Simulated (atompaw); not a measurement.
## Scattering properties, PAW (atompaw) potential for molybdenum (Mo)

molybdenum (Mo), PAW, made with atompaw 4.2.0.5 (PBEsol, scalar-relativistic). Core [Ar] 3d10, reference 4s2 4p6 4d5 5s0.5 5p0.5. Waves: 4s (bound): rc 1.90 bohr; 5s (bound): rc 2.40 bohr; 4p (bound): rc 1.45 bohr; 5p (bound): rc 2.40 bohr; 4d (bound): rc 1.85 bohr; 4d channel at 0.4 Ry: rc 2.40 bohr. Local part: bessel scheme, radius 1.90 bohr. Core correction: smooth core density matched at 2.35 bohr. Augmentation charge: sinc compensation charge, radius 1.75 bohr; PAW radius 2.40 bohr; waves and projectors: custom rrkj gramschmidtortho.

The phase is arctan(r·u′/u) with u = r·R(r), unwrapped; energies in Ry, scanned from -7 to 5 Ry. A pole is an energy at which the radial function vanishes at the test radius. The pseudo phase is shifted by a multiple of π to meet the all-electron one at the reference energy, and phase errors are pseudo minus all-electron; the curves can meet again beyond the range given. Levels narrower than the energy grid can be missing from the lists of poles.

Problem. For each channel, where are the poles, and over which energies does the pseudopotential scatter like the atom?

Solution.

```csv
channel,radius (bohr),reference energy (Ry),"poles, all-electron","poles, pseudo",unbroken range about the reference energy with phases within 0.05 rad,phase error 1 Ry above the reference energy (rad)
s,2.40,-0.34,"-4.70, 3.78","-4.70, 3.44",below 4.8,-0.011
p,2.40,-0.10,-2.69,"-2.69, 4.26",below 1.2,-0.019
d,2.40,-0.33,0.42,0.42,the whole range,-0.000
```

Phases in the p channel:

| E (Ry) | all-electron | pseudo |
| --- | --- | --- |
| -7.00 | 1.399 | 1.398 |
| -6.76 | 1.395 | 1.394 |
| -6.52 | 1.391 | 1.389 |
| -6.28 | 1.387 | 1.385 |
| -6.04 | 1.381 | 1.380 |
| -5.80 | 1.376 | 1.374 |
| -5.56 | 1.370 | 1.368 |
| -5.32 | 1.363 | 1.361 |
| -5.08 | 1.355 | 1.353 |
| -4.84 | 1.346 | 1.344 |
| -4.60 | 1.335 | 1.333 |
| -4.36 | 1.321 | 1.319 |
| -4.12 | 1.303 | 1.300 |
| -3.88 | 1.277 | 1.274 |
| -3.64 | 1.235 | 1.232 |
| -3.40 | 1.149 | 1.145 |
| -3.16 | 0.823 | 0.817 |
| -2.92 | -1.143 | -1.143 |
| -2.68 | -1.581 | -1.581 |
| -2.44 | -1.683 | -1.684 |
| -2.20 | -1.734 | -1.735 |
| -1.96 | -1.768 | -1.769 |
| -1.72 | -1.796 | -1.797 |
| -1.48 | -1.822 | -1.823 |
| -1.24 | -1.849 | -1.850 |
| -1.00 | -1.877 | -1.878 |
| -0.76 | -1.909 | -1.910 |
| -0.52 | -1.948 | -1.948 |
| -0.28 | -1.994 | -1.994 |
| -0.04 | -2.054 | -2.054 |
| 0.20 | -2.132 | -2.133 |
| 0.44 | -2.242 | -2.244 |
| 0.68 | -2.402 | -2.409 |
| 0.92 | -2.641 | -2.662 |
| 1.16 | -2.987 | -3.033 |
| 1.40 | -3.402 | -3.472 |
| 1.64 | -3.769 | -3.846 |
| 1.88 | -4.030 | -4.100 |
| 2.12 | -4.204 | -4.267 |
| 2.36 | -4.322 | -4.379 |
| 2.60 | -4.406 | -4.460 |
| 2.84 | -4.468 | -4.520 |
| 3.08 | -4.516 | -4.567 |
| 3.32 | -4.554 | -4.605 |
| 3.56 | -4.585 | -4.638 |
| 3.80 | -4.611 | -4.666 |
| 4.04 | -4.634 | -4.691 |
| 4.28 | -4.654 | -4.714 |
| 4.52 | -4.671 | -4.736 |
| 4.76 | -4.687 | -4.758 |
| 5.00 | -4.702 | -4.779 |
